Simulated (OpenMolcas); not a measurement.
Computed levels of 5d6 in ions with 74 electrons, in cm-1 above 5D4.

```yaml
Program: OpenMolcas
Method: RASSCF
Basis: ANO-R2
Scalar_Hamiltonian: X2C, finite nucleus
Spin-orbit_coupling: state interaction with AMFI integrals over the reference wave functions, term energies averaged over their components
```

Active space for each ion: 12 electrons in 8 orbitals (RAS1 5p, at most 2 holes; RAS2 5d).

```tsv
Level	Os2+	Pt4+	Au5+
5D3	4589	7596	9440
5D1	7120	10989	13226
5D0	7514	11212	13185
3H5	19333	24638	42768
3H6	19447	25015	27815
3F3(1)	21674	28066	31311
3F2(1)	22496	28923	32175
3G5	27663	37496	27303
3G4	28018	36860	41391
```

Problem. Estimate 5D0, 3H5, 3H6 for Ir3+ from its neighbours Os2+ and Pt4+.

Solution. 5D0 is fine structure, which grows about as the fourth power of a screened charge, so the fourth roots are averaged: ((7514^0.25 + 11212^0.25) / 2)^4 = 9225. The calculation gives 9304, so the estimate is off by -0.8 %.
3H5 is another term, which grows about linearly with the charge: (19333 + 24638) / 2 = 21986. The calculation gives 22024, so the estimate is off by -0.2 %.
3H6 is another term, which grows about linearly with the charge: (19447 + 25015) / 2 = 22231. The calculation gives 22266, so the estimate is off by -0.2 %.

Mixed levels, with the weight of the term that names them: Os2+ 3H5 (55 %), Os2+ 3F3(1) (62 %), Os2+ 3G5 (55 %), Os2+ 3G4 (70 %), Ir3+ 3H5 (53 %), Ir3+ 3F3(1) (59 %), Ir3+ 3G5 (53 %), Ir3+ 3G4 (67 %), Pt4+ 3H5 (51 %), Pt4+ 3F3(1) (55 %), Pt4+ 3F2(1) (71 %), Pt4+ 3G5 (51 %), Pt4+ 3G4 (64 %), Au5+ 5D0 (71 %), Au5+ 3H5 (51 %), Au5+ 3F3(1) (51 %), Au5+ 3F2(1) (67 %), Au5+ 3G5 (51 %), Au5+ 3G4 (60 %).

Without dynamic correlation excited terms often stand tens of per cent too high (terms of higher spin than the ground term too low), and those without a measured partner can miss by more than the paired ones. Active for correlation alone: 5p; no level in the range computed is led by a configuration that opens it, so any true level of that kind is missing. Levels of configurations outside the active space are missing.

A number in round brackets counts repeated terms of one configuration in the order of the reference energies.
